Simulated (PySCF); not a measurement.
**Radial density of Sn⁴⁰⁺ (tin, charge +40)**

BHandHLYP, [Ne], closed-shell 1S. Calculation: PySCF 2.14, in an even-tempered Gaussian basis (19 s from 17 bohr⁻², ratio 2.2; 12 p from 22 bohr⁻², ratio 2.2; 6 d from 95 bohr⁻², ratio 2.4; 5 f from 140 bohr⁻², ratio 2.4; 4 g from 210 bohr⁻², ratio 2.4); scalar relativity by spin-free X2C-1e.

```csv
r (bohr),4πr²ρ (e/bohr)
0.0277,58.44
0.0467,51.26
0.0785,68.95
0.132,49.44
0.222,6.841
0.374,0.06115
```

Densities and radii are taken from the X2C orbitals without a picture-change correction, which distorts them close to the nucleus.
